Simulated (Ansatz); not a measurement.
`C#Cc1ccc(C#Cc2ccc(C#Cc3ccc(C#Cc4ccccc4)cc3)cc2)cc1`. The state is a triplet with charge 0. Geometry PBE-D4/def2-SVP, that of the neutral singlet; atoms count from 1.

Cartesian coordinates in Å:
```
C -7.132 -7.069 9.555
C -6.501 -6.443 8.710
C -5.767 -5.715 7.725
C -6.028 -5.900 6.344
C -5.310 -5.188 5.383
C -4.305 -4.264 5.765
C -3.571 -3.536 4.782
C -2.938 -2.909 3.932
C -2.205 -2.181 2.949
C -2.658 -0.916 2.494
C -1.941 -0.205 1.533
C -0.741 -0.730 0.988
C -0.007 -0.003 0.005
C 0.628 0.625 -0.844
C 1.363 1.352 -1.826
C 1.087 1.185 -3.208
C 1.805 1.896 -4.169
C 2.828 2.802 -3.788
C 3.563 3.529 -4.770
C 4.196 4.158 -5.620
C 4.932 4.885 -6.604
C 4.490 6.160 -7.039
C 5.215 6.868 -8.004
C 6.388 6.323 -8.552
C 6.835 5.061 -8.128
C 6.117 4.344 -7.163
C 3.104 2.968 -2.406
C 2.386 2.258 -1.445
C -0.287 -1.996 1.442
C -1.005 -2.707 2.404
C -4.045 -4.079 7.148
C -4.762 -4.791 8.109
H -7.688 -7.620 10.300
H -6.806 -6.614 6.038
H -5.519 -5.338 4.313
H -3.587 -0.501 2.911
H -2.300 0.775 1.186
H 0.295 0.486 -3.514
H 1.584 1.761 -5.238
H 3.571 6.583 -6.607
H 4.862 7.858 -8.333
H 6.956 6.884 -9.310
H 7.754 4.630 -8.553
H 6.463 3.355 -6.828
H 3.895 3.669 -2.100
H 2.606 2.394 -0.376
H 0.642 -2.411 1.025
H -0.645 -3.687 2.750
H -3.267 -3.364 7.454
H -4.554 -4.641 9.179
```

Single mean-field runs in def2-TZVP are fitted with def2-universal-jkfit. At PBE0-D4/def2-TZVP a singlet of charge 0 lies 2.94 eV below the triplet at the same geometry.

(1) Estimate the Mulliken populations of the heavy atoms from the PBE0/def2-TZVP orbitals of Ansatz.

(2) Where does the spin sit?

(3) And the Mayer bond orders between heavy atoms (over 0.3)?

Answers

(1) 
| atom | charge (e) | spin (α − β) |
| --- | --- | --- |
| C1 | -0.13 | 0.00 |
| C2 | 0.03 | 0.00 |
| C3 | 0.00 | 0.00 |
| C4 | -0.18 | 0.00 |
| C5 | -0.18 | 0.00 |
| C6 | 0.00 | 0.00 |
| C7 | 0.11 | 0.01 |
| C8 | 0.10 | 0.00 |
| C9 | 0.00 | 0.01 |
| C10 | -0.18 | -0.01 |
| C11 | -0.18 | 0.03 |
| C12 | 0.01 | -0.06 |
| C13 | 0.08 | 0.48 |
| C14 | 0.12 | -0.18 |
| C15 | 0.05 | 0.53 |
| C16 | -0.21 | 0.09 |
| C17 | -0.21 | 0.09 |
| C18 | 0.05 | 0.53 |
| C19 | 0.09 | -0.18 |
| C20 | 0.11 | 0.48 |
| C21 | 0.02 | -0.06 |
| C22 | -0.19 | 0.03 |
| C23 | -0.14 | 0.00 |
| C24 | -0.09 | 0.01 |
| C25 | -0.14 | 0.00 |
| C26 | -0.19 | 0.03 |
| C27 | -0.21 | 0.09 |
| C28 | -0.21 | 0.09 |
| C29 | -0.18 | 0.03 |
| C30 | -0.18 | -0.01 |
| C31 | -0.18 | 0.00 |
| C32 | -0.18 | 0.00 |
Mulliken values depend strongly on the basis.

(2) Summed by element: C 2.02, H -0.02, of 2 unpaired in all. Largest on single atoms: C18 0.53, C15 0.53, C20 0.48.

(3) C1–C2 2.67 (1.23 Å); C2–C3 1.14 (1.43 Å); C3–C4 1.35 (1.42 Å); C3–C32 1.35 (1.42 Å); C4–C5 1.44 (1.39 Å); C5–C6 1.34 (1.42 Å); C6–C7 1.09 (1.43 Å); C6–C31 1.34 (1.42 Å); C7–C8 2.65 (1.23 Å); C8–C9 1.10 (1.43 Å); C9–C10 1.34 (1.42 Å); C9–C30 1.34 (1.42 Å); C10–C11 1.44 (1.39 Å); C11–C12 1.34 (1.42 Å); C12–C13 1.10 (1.43 Å); C12–C29 1.34 (1.42 Å); C13–C14 2.41 (1.23 Å); C14–C15 1.25 (1.43 Å); C15–C16 1.09 (1.42 Å); C15–C28 1.09 (1.42 Å); C16–C17 1.71 (1.39 Å); C17–C18 1.09 (1.42 Å); C18–C19 1.25 (1.43 Å); C18–C27 1.09 (1.42 Å); C19–C20 2.39 (1.23 Å); C20–C21 1.05 (1.43 Å); C21–C22 1.37 (1.42 Å); C21–C26 1.37 (1.42 Å); C22–C23 1.46 (1.40 Å); C23–C24 1.41 (1.40 Å); C24–C25 1.41 (1.40 Å); C25–C26 1.46 (1.40 Å); C27–C28 1.71 (1.39 Å); C29–C30 1.44 (1.39 Å); C31–C32 1.44 (1.39 Å).
